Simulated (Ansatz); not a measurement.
A single point on `FC1[SiH2][SiH2][SiH2]1`.

```yaml
crystal:
  periodic: [false, false, false]
  atoms:
    - {symbol: F, position_ang: [-1.700554, -0.043032, 1.399120]}
    - {symbol: C, position_ang: [-0.776019, 0.799971, 0.751131]}
    - {symbol: Si, position_ang: [-0.825532, 0.394944, -1.127103]}
    - {symbol: Si, position_ang: [0.685616, -1.361017, -0.733424]}
    - {symbol: Si, position_ang: [0.985521, 0.104406, 1.078910]}
    - {symbol: H, position_ang: [-0.981312, 1.828458, 1.055121]}
    - {symbol: H, position_ang: [-0.144736, 1.495680, -1.865869]}
    - {symbol: H, position_ang: [-2.191786, 0.185057, -1.674167]}
    - {symbol: H, position_ang: [1.801098, -1.609743, -1.681954]}
    - {symbol: H, position_ang: [0.030367, -2.643295, -0.364366]}
    - {symbol: H, position_ang: [1.212368, -0.361082, 2.472409]}
    - {symbol: H, position_ang: [1.981671, 1.154551, 0.724290]}
basis:
  gaussian: {orbitals: def2-QZVPP}
correlation: {method: mp2}
```

```sh
$ ansatz run in.yaml --threads 4 --pin off --events-out ev --progress --plain --max-ram 10444MiB
```

Output, abridged:

```
Functional definition: HF
3146 factors; integrals over basis functions are off by at most 7.4e-4 eV
mean field evaluation 1: about -27433.0126 eV, gradient 2.8e1 eV
mean field evaluation 2: about -27433.1764 eV, gradient 2.8e1 eV
mean field evaluation 4: about -27436.0670 eV, gradient 4.5e0 eV
mean field evaluation 8: about -27436.1424 eV, gradient 2.9e-1 eV
mean field -27436.14285421 eV, -1008.2596530067 hartree, gradient 2.8e-6 eV, S^2 0.000000; 0 other end points of the search recorded, 0 dependent functions left out
17 core orbitals not correlated: weight in the atoms' cores, before any rotation towards them, 1.000 or more for the frozen orbitals, at most 0.000 for the correlated occupied ones
reference -27436.14285421 eV, -1008.2596530067 hartree; 15, 15 occupied and 502, 502 virtual orbitals, 3146 factors
second order -22.97700874 eV of doubles, -0.00000000 eV of singles
Total energy: -27459.11986295 eV, -1009.1040425036 hartree
```

Hardware: 4 threads of an Intel Xeon on a shared host. Wall time 22 s, peak host memory 3.9 GiB.
